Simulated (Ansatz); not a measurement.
A nudged elastic band was laid between two geometries of AlCl$_{2}$H$_{2}$N (6 atoms, charge 0, multiplicity 1).

Level of theory: RKS PBE-D4/def2-SVP in Ansatz 0.2.0.

```json
{"movable images": "5", "climbing image": "yes", "spring": "5.0 eV/Å²", "optimiser": "lbfgs", "start path": "IDPP", "force threshold": "0.05 eV/Å", "iteration limit": "60", "end points": "relaxed", "largest step": "0.5 Å"}
```

Image 0:

```xyz
6
Properties=species:S:1:pos:R:3
N -0.152 1.013 -0.091
Al 0.118 -0.725 0.050
Cl 1.587 -1.457 1.368
Cl -1.030 -2.063 -1.099
H 0.364 1.724 0.432
H -0.844 1.445 -0.706
```

Image 6:

```xyz
6
Properties=species:S:1:pos:R:3
N -0.154 1.013 -0.090
Al 0.122 -0.725 0.048
Cl 1.592 -1.458 1.363
Cl -1.031 -2.064 -1.096
H -0.852 1.444 -0.700
H 0.365 1.725 0.428
```

Problem. What changes between the two ends?

Solution. No bond is made or broken. The height of N1 over the plane of its neighbours goes from 0.00 to 0.00 Å. The two ends are copies of one structure, up to a mirror image or an exchange of like atoms.

Problem. Give the energies along the band, and the barrier.

Solution. The run converged. The highest image is number 3 of 0 to 6, 7.8 kcal/mol above the ends, which have the same energy within 2 meV. Another band between the same ends (5 images) ends at a top of the same energy, where a vibrational analysis finds 2 clearly imaginary modes.

```
image  path coordinate (Å)  energy (kcal/mol)  height of N1 over the plane of its neighbours (Å)
    0                 0.00                0.0                                               0.00
    1                 0.56                1.9                                               0.00
    2                 1.12                5.8                                               0.00
    3                 1.68                7.8                                               0.00
    4                 2.24                5.8                                               0.00
    5                 2.80                1.9                                               0.00
    6                 3.36                0.0                                               0.00
```

Problem. What is the geometry of the highest image?

Solution. 
```xyz
6
Properties=species:S:1:pos:R:3
N -0.191 1.039 -0.117
Al 0.136 -0.697 0.064
Cl 1.984 -1.445 0.751
Cl -1.290 -2.181 -0.390
H -0.580 1.639 0.612
H -0.018 1.582 -0.965
```

Run time: 2.7 min on 1 thread of Intel(R) Xeon(R) Platinum 8488C (Sapphire Rapids), on a shared host, peak memory 0.16 GiB.
